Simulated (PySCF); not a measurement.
A structure optimised at PBE-D3(BJ)/def2-SVP, used in a PySCF frequency run:

```
Hf
O 1 1.9271
H 2 0.9643 1 172.76
O 1 1.9271 2 112.04 3 0.00
H 4 0.9643 1 172.76 2 0.00
F 1 1.9313 2 109.02 3 -120.76
F 1 1.9313 2 109.02 3 120.76
```
Charge 0, spin multiplicity 1.

Question: Write its SMILES, formula and point group.

Answer: [OH][Hf]([OH])([F])[F], F₂H₂HfO₂, C2v

Question: What are its rotational constants (standard atomic weights)?

Answer: 2.7509, 2.7368, 2.7153 GHz
